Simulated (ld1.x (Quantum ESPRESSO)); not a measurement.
gold, TM semilocal: configuration errors across variants

ld1.x (Quantum ESPRESSO) 7.5 input, shortened:

```
&input
   title='Au', zed=79., rel=0, dft='PZ', iswitch=3,
   config='[Xe] 4f14 5d10 6s0.5 6p0'
 /
 &inputp
   pseudotype=1, tm=.true., lloc=1,
   nlcc=.false.
 /
3
5S  1  0   2.00   0.00  1.15  1.15  0.0
5D  3  2  10.00   0.00  2.15  2.15  0.0
5P  2  1   6.00   0.00  1.60  1.60  0.0
 &test
   configts(1)='5s2 5p6 5d10 6s0.5 6p0'
 /
```

Occupied shells without a wave of their own: 6s. They enter only through the test configuration that unscreens the potential.

All-electron excitation energies from the reference (eV): (1) 5s2 5p6 5d10 6s1 6p0 -2.992; (2) 5s2 5p6 5d10 6s0 6p0 4.622; (3) 5s2 5p6 5d9 6s0 6p0 26.756; (4) 5s2 5p6 5d10 6s0 6p1 0.597; (5) 5s2 5p6 5d9 6s1 6p1 5.894; (6) 5s2 5p6 5d9 6s2 6p0 1.785; (7) 5s1 5p6 5d10 6s1 6p0 88.404; (8) 5s2 5p6 5d10 6s0.5 6p0 spin -0.040; (9) 5s2 5p6 5d10 6s1 6p0 spin -3.129.

Spin tests fill each open shell by Hund’s rule, majority spin first.

In the semilocal form every listed channel keeps its own potential, so the choice of the local channel does not act on these tests. It acts once the file is put into the separable form.

A semilocal file is local in each channel, so a ghost entry of none says nothing of the separable form that plane-wave codes build from it.

For the base: The 6s level has no wave, so the channel is fitted at the deeper level alone: the likely source of the large errors.

On the changes marked as counting shells twice: ld1.x takes every shell without a wave as core, so the model core holds the marked electrons as well and exchange and correlation see them twice. This cancels in the reference configuration, but the file is broken for other ones, and its errors say nothing about a proper core correction.

3 further variants failed, have other tests or another functional or relativity, and are left out.

The file “all radii scaled by about 1.31 (s 1.50, p 2.10, d 2.82 bohr)” misses its own reference levels by 1.0 eV.

Errors AE − PS in meV (a dash: test not solved or not reliable):

```tsv
change	(1)	(2)	(3)	(4)	(5)	(6)	(7)	(8)	(9)	bound ghosts
base	+50	-67	-101	+52	+231	+194	+89	-0.3	+50	none
all radii scaled by about 1.31 (s 1.50, p 2.10, d 2.82 bohr)	+443	-591	-894	-218	+1002	+1675	+536	-2.2	+439	none
wave 5p (bound): rc 1.60 bohr becomes 5p (bound): rc 2.30 bohr	+50	-68	-100	+175	+411	+195	+100	-0.3	+50	none
core correction a·sin(br)/r model core inside 0.70 bohr (6s counted twice)	+31	-93	-192	+1.7	+148	+139	+76	-5.0	+17	none
local potential the s channel	+50	-67	-101	+52	+231	+194	+89	-0.3	+50	none
wave 5s (bound): rc 1.15 bohr becomes 5s (bound): rc 0.92 bohr	+59	-79	-118	+43	+243	+227	+105	-0.4	+58	none
```

Give the same row for: wave 5d (bound): rc 2.15 bohr becomes 5d (bound): rc 1.56 bohr.

+50, -67, -97, +52, +231, +193, +111, -0.3, +50; bound ghosts: none.
